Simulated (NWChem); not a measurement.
A series in which one site is exchanged, each optimised at PBE0/def2-SVP with NWChem, gas phase unless a solvent is named. def2 effective core potentials on Rb, I; no spin-orbit coupling.

A: [Rb][I] (RbI; site = Rb)
B: [K][I] (KI; site = K)
C: I (HI; site = H)
D: II (I2; site = I)

Values for A:

```
Property                                            Result
--------------------------------------------------  ------
dipole (D), PBE0/def2-SVP                            11.82
orbital gap (eV), PBE0/def2-SVP                       3.71
static polarisability, PBE/def2-SVPD (bohr³)          81.2
lowest singlet excitation, PBE/def2-SVPD, TDA (eV)    2.32
```

Problem. How do these values change for the other members?

Solution. 
```json
[
 {"change from A": "dipole (D), PBE0/def2-SVP", "B": "-0.72", "C": "-11.16", "D": "-11.82"},
 {"change from A": "orbital gap (eV), PBE0/def2-SVP", "B": "+0.04", "C": "+3.40", "D": "-0.16"},
 {"change from A": "static polarisability, PBE/def2-SVPD (bohr³)", "B": "-7.3", "C": "-43.9", "D": "-8.8"},
 {"change from A": "lowest singlet excitation, PBE/def2-SVPD, TDA (eV)", "B": "+0.09", "C": "+2.93", "D": "-0.29"}
]
```
